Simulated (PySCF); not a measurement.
**Cr: interval between two levels**

Cr [Ar] 3d5 4s1 [7S3, M_J = 3] → Cr [Ar] 3d5 4p1 [7P4, M_J = 4], as a difference of total energies. All numbers are calculated (PySCF 2.14, the two-component X2C-1e Hamiltonian, in x2c-TZVPall-2c (6s7p4d1f, 54 functions)). Correlated levels: [Ne] frozen; the 6 highest virtual spinors dropped. "Screened" scales the spin-orbit matrix elements by Boettger's factors to mimic the two-electron term; Breit and QED terms are absent.

```tsv
method	interval between two levels (cm⁻¹)	error (cm⁻¹)
GHF (spin-free)	24143	+644
GMP2 (spin-free)	26294	+2795
GHF (screened spin-orbit)	24217	+718
GMP2 (screened spin-orbit)	26388	+2889
```

Reference: 23499 cm⁻¹ (measured; NIST Handbook of Basic Atomic Spectroscopic Data (Sansonetti and Martin, J. Phys. Chem. Ref. Data 34, 1559 (2005))).

Errors of the correlated levels include the incompleteness of this basis and the frozen core.

The labels give the starting determinants; with spin-orbit coupling the two ends relaxed to ⟨J²⟩ = 12.00, ⟨L²⟩ = 0.00, ⟨S²⟩ = 12.00 and ⟨J²⟩ = 20.05, ⟨L²⟩ = 2.05, ⟨S²⟩ = 12.00.
